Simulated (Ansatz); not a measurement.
Ansatz (a program for electronic structure) input:
A basis named .json is the Basis Set Exchange file of that set.

Ansatz 0.2 input:
```yaml
crystal:
  periodic: [false, false, false]
  atoms:
    - {symbol: B, position_ang: [0.00046236, 0.01056595, 0.81325036]}
    - {symbol: B, position_ang: [-0.00046236, -0.01056595, -0.81325036]}
    - {symbol: H, position_ang: [1.01413362, 0.01099510, 1.44912932]}
    - {symbol: H, position_ang: [-1.01248534, 0.02667211, 1.45007783]}
    - {symbol: H, position_ang: [0.00700754, 0.99439047, -1.46277208]}
    - {symbol: H, position_ang: [-0.00865582, -1.03205767, -1.43643507]}
basis:
  gaussian:
    orbitals: def2-TZVPPD.json
total_charge: 1
magnetization: {spin_polarized: true, initial_magnetization: 1}
correlation: {method: ccsd_t, electrons: outside_noble_gas}
```

Q: Which total energy does the run end on?

A: -51.47923 Eh (CCSD(T)/def2-TZVPPD). The basis has 142 functions.

This state (charge 1, doublet) is run at the relaxed geometry of the species with charge 0 and multiplicity 1.
